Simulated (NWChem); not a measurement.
# C$_{3}$H$_{5}$NSi; SMILES C1=C[SiH2]C=N1

```xyz
10

C     -0.7597     1.2321     0.0000
C     -1.3282     0.0094     0.0000
Si     0.0818    -1.2079     0.0000
C      1.2914     0.2656     0.0000
N      0.6575     1.3809     0.0000
H     -1.3200     2.1732     0.0000
H     -2.4106    -0.1254     0.0000
H      0.1863    -2.0679     1.2171
H      0.1863    -2.0679    -1.2171
H      2.3900     0.2896     0.0000
```
Atoms are numbered in this order, from 1.

Program: NWChem. Medium grid unless said otherwise, to which SCAN and Minnesota functionals are sensitive. The geometry was optimised at PBE0/def2-SVP. B3LYP is NWChem's, with the RPA form of VWN correlation. Total energies of different functionals are on different scales.

```json
[
 {"level": "B3LYP/def2-SVP", "energy (Ha)": "-461.3183", "highest occupied level (eV)": "-6.85", "orbital gap (eV)": "4.74", "dipole (D)": "1.52", "relative time": "1"},
 {"level": "PBE/def2-SVP", "energy (Ha)": "-460.9308", "highest occupied level (eV)": "-5.65", "orbital gap (eV)": "2.75", "dipole (D)": "1.42", "relative time": "1"},
 {"level": "M06-L/def2-SVP", "energy (Ha)": "-461.2734", "highest occupied level (eV)": "-5.99", "orbital gap (eV)": "3.20", "dipole (D)": "1.55", "relative time": "1"},
 {"level": "RPBE/def2-SVP", "energy (Ha)": "-461.2857", "highest occupied level (eV)": "-5.63", "orbital gap (eV)": "2.78", "dipole (D)": "1.39", "relative time": "1"},
 {"level": "BLYP/def2-SVP", "energy (Ha)": "-461.2219", "highest occupied level (eV)": "-5.48", "orbital gap (eV)": "2.80", "dipole (D)": "1.40", "relative time": "1"},
 {"level": "PW6B95/def2-SVP", "energy (Ha)": "-461.7759", "highest occupied level (eV)": "-7.24", "orbital gap (eV)": "5.37", "dipole (D)": "1.54", "relative time": "1"},
 {"level": "LC-wPBE (HJS exchange hole, range parameter 0.4 per bohr)/def2-SVP", "energy (Ha)": "-461.0495", "highest occupied level (eV)": "-9.90", "orbital gap (eV)": "10.19", "dipole (D)": "1.64", "relative time": "4"},
 {"level": "HCTH/407/def2-SVP", "energy (Ha)": "-461.3065", "highest occupied level (eV)": "-5.84", "orbital gap (eV)": "2.84", "dipole (D)": "1.44", "relative time": "1"},
 {"level": "KT2/def2-SVP", "energy (Ha)": "-466.8055", "highest occupied level (eV)": "-5.84", "orbital gap (eV)": "2.98", "dipole (D)": "1.41", "relative time": "1"},
 {"level": "Hartree-Fock/def2-SVP", "energy (Ha)": "-459.6228", "highest occupied level (eV)": "-9.55", "orbital gap (eV)": "11.40", "dipole (D)": "1.72", "relative time": "1"}
]
```

Times are rough ratios from one shared machine.
